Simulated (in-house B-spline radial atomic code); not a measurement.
Au⁺. Computed with a B-spline radial atomic code. Model: all-electron spherical atom, spin shells full or empty, radial basis limit, no spin-orbit coupling, Breit or QED, empty-state partial waves extrapolated as (l+1/2)^-4, RPA, G0W0 and static COHSEX of the highest shell as one setting changes (uncorrelated shells keep exact exchange).

Empty levels are discrete states of a finite basis, so the steps are uneven.

Without the two-electron picture change, core correlation of heavy ions comes too large.

Given: element Au; charge 1; filled core Xe; hamiltonian one-electron scalar X2C; mean-field start Hartree-Fock; highest l of empty states 9; nuclear rms radius 5.4371 fm; lowest nl shells left uncorrelated 11; highest mean-field shell 5d; box radius 23.78 bohr.

Shell: 4f 7 7, 5d 5 5 (electrons up and down).

```tsv
highest empty level kept (hartree)	RPA correlation energy (hartree)	G0W0 level (eV)	G0W0 minus most complete (meV)	COHSEX level (eV)	linearised minus solved G0W0 (meV)
1.33	-0.11586	-19.526	1419.9	-19.639	-1.9
2.67	?	?	?	?	?
4.67	-0.42935	-20.119	826.9	-21.169	-0.5
8	-0.55919	-20.422	523.8	-21.94	-0.2
13.33	-0.63943	-20.629	316.7	-22.47	0
24	-0.70862	-20.819	127.5	-22.968	0
40	-0.7373	-20.896	49.8	-23.18	0
80	-0.75627	-20.941	5	-23.307	0
160	?	?	?	?	?
333.33	-0.75819	-20.945	0.6	-23.325	0
800	-0.75838	-20.946	0.1	-23.327	0
2666.7	-0.75842	-20.946	0	-23.327	0
```

Question: What follows for highest empty level kept = 2.67?

Answer: RPA correlation energy -0.27584 hartree; G0W0 level -19.797 eV; G0W0 minus most complete 1149 meV; COHSEX level -20.346 eV; linearised minus solved G0W0 -1.1 meV.

Question: What follows for highest empty level kept = 160?

Answer: RPA correlation energy -0.75773 hartree; G0W0 level -20.944 eV; G0W0 minus most complete 1.7 meV; COHSEX level -23.32 eV; linearised minus solved G0W0 0 meV.
